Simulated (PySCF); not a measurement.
Te: electron affinity

Te⁻ [Kr] 4d10 5s2 5p5 (2P) → Te [Kr] 4d10 5s2 5p4 (3P), as a difference of total energies. Calculation: PySCF 2.14, in def2-QZVPPD with the def2 core potential (28 electrons); scalar relativity through the core potential. Correlated levels: valence: 4s2 4p6 4d10 frozen; valence and next inner shell: nothing frozen outside the core potential. The calculations carry no spin-orbit coupling.

```json
{"method": "UHF", "electron affinity (eV)": "1.053", "difference from reference (eV)": "-0.918"}
{"method": "LDA", "electron affinity (eV)": "2.316", "difference from reference (eV)": "+0.345"}
{"method": "PBE", "electron affinity (eV)": "2.072", "difference from reference (eV)": "+0.101"}
{"method": "PBE0", "electron affinity (eV)": "2.024", "difference from reference (eV)": "+0.053"}
{"method": "r2SCAN", "electron affinity (eV)": "2.029", "difference from reference (eV)": "+0.058"}
{"method": "B97-3", "electron affinity (eV)": "1.975", "difference from reference (eV)": "+0.004"}
{"method": "CAM-B3LYP", "electron affinity (eV)": "2.102", "difference from reference (eV)": "+0.131"}
{"method": "B3LYP", "electron affinity (eV)": "2.146", "difference from reference (eV)": "+0.175"}
{"method": "BP86", "electron affinity (eV)": "2.220", "difference from reference (eV)": "+0.249"}
{"method": "MP2 (valence)", "electron affinity (eV)": "1.902", "difference from reference (eV)": "-0.069"}
{"method": "SCS-MP2 (valence)", "electron affinity (eV)": "1.914", "difference from reference (eV)": "-0.057"}
{"method": "MP2 (valence and next inner shell)", "electron affinity (eV)": "1.954", "difference from reference (eV)": "-0.017"}
{"method": "SCS-MP2 (valence and next inner shell)", "electron affinity (eV)": "1.943", "difference from reference (eV)": "-0.028"}
```

Reference: 1.971 eV (measured; photodetachment measurements, as compiled on the Wikipedia data page of electron affinities).

The reference lies between the lowest fine-structure levels, while these numbers refer to the centres of the terms.

Errors of the correlated levels include the incompleteness of this basis and the frozen core.

In the anion the highest occupied orbital energy is positive at LDA, PBE, r2SCAN, B3LYP, BP86, a self-interaction effect; the basis confines that electron, and the energy difference can still be sensible.
